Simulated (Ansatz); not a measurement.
`C=NBC[SiH3]` → `C=NB[SiH3]` + `[CH2]` (triplet) at 500 K and 1 bar (formal loss of a carbene).

Gas-phase electronic energies from Ansatz, PBE0-D4/def2-TZVP geometries. CCSD(T)/CBS is the MP2 limit (def2-TZVPP, def2-QZVPP) plus CCSD(T) − MP2 in def2-TZVPP, frozen cores. This one scheme is used for every species. Triplets are unrestricted, without spin–orbit coupling. One conformer a species, not always the lowest.

| species | CCSD(T)/CBS energy (Eh) | H − E (kJ/mol) | S (J/(mol·K)) |
| --- | --- | --- | --- |
| `C=NBC[SiH3]` | -449.49862 | 303.0 | 430.2 |
| `C=NB[SiH3]` | -410.21746 | 221.0 | 381.4 |
| `[CH2]` (triplet) | -39.09499 | 62.7 | 213.9 |

H − E and S are ideal-gas, rigid-rotor, harmonic terms from PBE0-D4/def2-TZVP, for one conformer and one mirror image of each species, with the whole ground term of open shells counted as degenerate. 1 Eh = 2625.50 kJ/mol, R = 8.31446 J/(mol·K).

Task: By hand: ΔE, ΔH, ΔS and ΔG.

Result: ΔE = (-410.21746) + (-39.09499) − (-449.49862) = 0.18617 Eh = 488.8 kJ/mol. Δ(H − E) = 221.0 + 62.7 − 303.0 = -19.3, so ΔH = 469.5 kJ/mol. ΔS = 381.4 + 213.9 − 430.2 = 165.1 J/(mol·K). ΔG = 469.5 − 500 × (165.1)/1000 = 386.9 kJ/mol.

Task: By hand: the equilibrium constant, and the temperature at which ΔG would vanish if ΔH and ΔS stayed fixed.

Result: log₁₀ K = −ΔG/(RT ln 10) = -40.4. ΔG = 0 at ΔH/ΔS = 2844 K, far beyond where these terms or the molecules hold.

The number of gas molecules changes by +1, which sets the sign of ΔS. A doubt of 5 kJ/mol in ΔE shifts log₁₀ K by 0.5 here. Other conformers and mirror images would add mixing entropy, several J/(mol·K) or more a flexible species. Modes under 60 cm⁻¹, often nearly free rotors, make the harmonic entropy too high. A triplet takes part, so the spin changes. These are equilibria of isolated gas molecules and say nothing of rates. Largest T1 diagnostic: 0.017 (customary marks: 0.02 for closed shells, 0.045 for open ones).
